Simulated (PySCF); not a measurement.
H₂Sb, SMILES [SbH2] (connectivity only; charge and spin as stated), charge +1, multiplicity 1.

Coordinates come from a B3LYP-D3(BJ)/def2-TZVPD optimisation. The multiplicity is an assumed one; other spin states were not compared. The isomer is the one that the SMILES or the coordinates give; other isomers of the formula were not compared. The def2 effective core potentials stand for the cores of Sb; spin–orbit coupling is left out.

These are HF/def2-TZVPD (PySCF) values and carry that method's errors.

Symmetry labels are those of the subgroup C2v that the program uses (full group C2v).

Computed valence orbital energies around the gap with their symmetry:
```json
[
 {"orbital": "HOMO−7", "symmetry": "A1", "energy (eV)": "-52.70"},
 {"orbital": "HOMO−6", "symmetry": "A2", "energy (eV)": "-52.55"},
 {"orbital": "HOMO−5", "symmetry": "B1", "energy (eV)": "-52.44"},
 {"orbital": "HOMO−4", "symmetry": "B2", "energy (eV)": "-52.15"},
 {"orbital": "HOMO−3", "symmetry": "A1", "energy (eV)": "-52.02"},
 {"orbital": "HOMO−2", "symmetry": "A1", "energy (eV)": "-26.82"},
 {"orbital": "HOMO−1", "symmetry": "B2", "energy (eV)": "-19.38"},
 {"orbital": "HOMO", "symmetry": "A1", "energy (eV)": "-17.42"},
 {"orbital": "LUMO", "symmetry": "B1", "energy (eV)": "-7.66"},
 {"orbital": "LUMO+1", "symmetry": "B2", "energy (eV)": "-3.46"},
 {"orbital": "LUMO+2", "symmetry": "A1", "energy (eV)": "-2.86"},
 {"orbital": "LUMO+3", "symmetry": "A1", "energy (eV)": "-1.85"}
]
```
